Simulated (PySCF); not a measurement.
# Mg⁺: ionisation energy

Mg⁺ [Ne] 3s1 (2S) → Mg²⁺ [Ne] (1S), as a difference of total energies. Computed with PySCF 2.14 in aug-cc-pCVTZ-DK with one added diffuse shell each of s, p, d, f type (9s8p6d4f, 91 functions), with the spin-free X2C one-electron Hamiltonian (Gaussian nucleus). Correlated levels: valence and next inner shell: 1s2 frozen; nothing frozen. The calculations carry no spin-orbit coupling.

| method | ionisation energy (eV) |
| --- | --- |
| UHF | 14.745 |
| LDA | 15.372 |
| PBE | 15.358 |
| r2SCAN | 15.043 |
| wB97X | 14.638 |
| TPSS | 15.100 |
| MP2 (valence and next inner shell) | 14.951 |
| SCS-MP2 (valence and next inner shell) | 14.906 |
| MP2 (all electrons) | 14.949 |
| SCS-MP2 (all electrons) | 14.904 |

Q: Estimate what PBEsol gives.

A: 15.194 eV, closest to TPSS among the rows shown.

Q: Estimate what PBE0 gives.

A: 15.254 eV, closest to PBE among the rows shown.

Errors of the correlated levels include the incompleteness of this basis and the frozen core.

For comparison: 15.035 eV (measured; NIST Atomic Spectra Database, ionization energies).
